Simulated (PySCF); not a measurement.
Al(H)(F)(OEt) (C2H6AlFO), SMILES [AlH]([F])[O]CC. Atoms are numbered in the order given.

```xyz
11

Al    -0.4472    -1.0744     0.0000
H     -2.0123    -1.0262     0.0000
F      0.2894    -2.5651     0.0000
O      0.5706     0.2600     0.0000
C      0.7285     1.6488     0.0000
C     -0.5935     2.4044     0.0000
H      1.3248     1.9403    -0.8851
H      1.3248     1.9403     0.8851
H     -1.1906     2.1528    -0.8920
H     -0.4223     3.4929     0.0000
H     -1.1906     2.1528     0.8920
```

Geometry: B3LYP-D3(BJ)/def2-SVP. The structure was generated by enumeration; whether it is a known compound was not checked. One conformer was computed; it need not be the lowest.

Calculation: PySCF with HF/def2-TZVP.

ESP charges are fitted to the potential on shells at 1.4 to 2.0 van der Waals radii. Atomic charges (e):

| atom | Mulliken | ESP fit | Löwdin |
|---|---|---|---|
| Al1 | 0.85 | (withheld) | 0.22 |
| H2 | -0.12 | -0.35 | -0.13 |
| F3 | -0.46 | (withheld) | -0.10 |
| O4 | -0.49 | -0.67 | 0.05 |
| C5 | 0.06 | 0.29 | -0.32 |
| C6 | -0.31 | (withheld) | -0.29 |
| H7 | 0.08 | (withheld) | 0.11 |
| H8 | 0.08 | (withheld) | 0.11 |
| H9 | 0.10 | 0.08 | 0.11 |
| H10 | 0.11 | 0.08 | 0.12 |
| H11 | 0.10 | 0.08 | 0.11 |

Question: Complete the blanks. (The exact figures need the calculation; the answer reports its results.)

Answer: 
- Al1, ESP fit: 1.32
- F3, ESP fit: -0.54
- C6, ESP fit: -0.32
- H7, ESP fit: 0.01
- H8, ESP fit: 0.01
